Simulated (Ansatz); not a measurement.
Two members of one family (GaP nanocrystals, H-capped) that differ in charge, which shifts all levels, computed with Ansatz in the gas phase. Levels of anions in sets without diffuse functions are rough. The structures are stationary points that may keep the symmetry of their start.

First: Ga7P6H20⁻, cut from zinc blende (singlet, charge -1, PBE-D4/def2-SVP geometry).

Cartesian coordinates in Å:
```
Ga -3.090 -0.145 -2.155
Ga 2.665 2.509 2.387
Ga 0.989 0.968 -2.057
Ga -1.312 1.522 0.947
Ga -2.361 -2.264 1.252
Ga 1.468 -1.397 0.910
Ga -0.323 -3.050 -2.190
P 0.543 3.066 1.390
P -1.297 1.310 -1.397
P -2.303 -2.178 -1.149
P 3.106 0.375 1.355
P 1.228 -1.340 -1.430
P -0.623 -0.615 1.711
H -3.009 -0.236 -3.739
H -4.424 0.361 -1.448
H 2.349 2.186 3.910
H 3.771 3.567 1.971
H 1.198 1.186 -3.614
H 1.900 1.822 -1.045
H -2.569 2.119 1.700
H -3.726 -1.666 1.805
H -1.824 -3.664 1.779
H 2.012 -2.691 1.639
H -0.430 -2.944 -3.774
H 0.127 -4.417 -1.508
H 0.774 3.865 0.228
H 0.020 4.101 2.234
H -1.621 2.641 -1.822
H -3.310 -3.133 -1.512
H 3.900 0.583 0.186
H 4.126 -0.209 2.178
H 2.536 -1.724 -1.877
H -0.490 -0.506 3.133
```

```json
{"level": "PBE-D4/def2-SVP", "HOMO (eV)": "-3.00", "LUMO (eV)": "1.21", "gap (eV)": "4.21"}
{"level": "PBE-D4/def2-TZVP", "HOMO (eV)": "-3.09", "LUMO (eV)": "0.97", "gap (eV)": "4.06"}
{"level": "PBE0-D4/def2-SVP", "HOMO (eV)": "-4.08", "LUMO (eV)": "1.94", "gap (eV)": "6.02"}
{"level": "PBE0-D4/def2-TZVP", "HOMO (eV)": "-4.14", "LUMO (eV)": "1.72", "gap (eV)": "5.86"}
{"level": "r2SCAN0-D4/def2-TZVP", "HOMO (eV)": "-4.31", "LUMO (eV)": "1.79", "gap (eV)": "6.09"}
```

Second: Ga7P7H20, cut from zinc blende (singlet, charge 0, PBE-D4/def2-SVP geometry).

Cartesian coordinates in Å:
```
Ga 1.103 3.225 -1.581
Ga -3.138 -2.107 0.599
Ga -1.169 1.608 1.223
Ga -0.544 -0.310 -2.251
Ga 3.366 -0.165 -1.660
Ga 1.061 -1.733 1.146
Ga 2.731 1.777 1.868
P -2.522 -1.646 -1.662
P -0.804 1.736 -1.105
P 2.794 1.877 -0.532
P -3.092 0.101 1.503
P -1.062 -2.940 1.433
P 0.687 0.411 2.055
P 1.269 -1.371 -1.176
H 0.814 4.533 -0.740
H 1.252 3.201 -3.155
H -4.427 -2.973 0.844
H -1.573 2.933 1.969
H -0.532 -0.266 -3.824
H 3.365 0.032 -3.229
H 4.480 -0.961 -0.870
H 2.146 -2.638 1.840
H 2.340 3.179 2.488
H 3.886 0.854 2.429
H -3.697 -1.122 -2.291
H -2.497 -2.912 -2.329
H -1.991 2.330 -1.645
H 3.970 2.668 -0.755
H -4.302 0.732 1.070
H -3.431 -0.034 2.888
H -1.287 -3.248 2.813
H -0.954 -4.285 0.955
H 0.409 0.194 3.444
H 1.349 -2.677 -1.762
```

Problem. What does the change do? Estimate second minus first.

Solution. 
| level | Δ HOMO (eV) | Δ LUMO (eV) | Δ gap (eV) |
| --- | --- | --- | --- |
| PBE-D4/def2-SVP | -2.76 | -3.21 | -0.45 |
| PBE-D4/def2-TZVP | -2.75 | -3.21 | -0.46 |
| PBE0-D4/def2-SVP | -2.74 | -3.19 | -0.45 |
| PBE0-D4/def2-TZVP | -2.73 | -3.21 | -0.48 |
| r2SCAN0-D4/def2-TZVP | -2.72 | -3.21 | -0.48 |
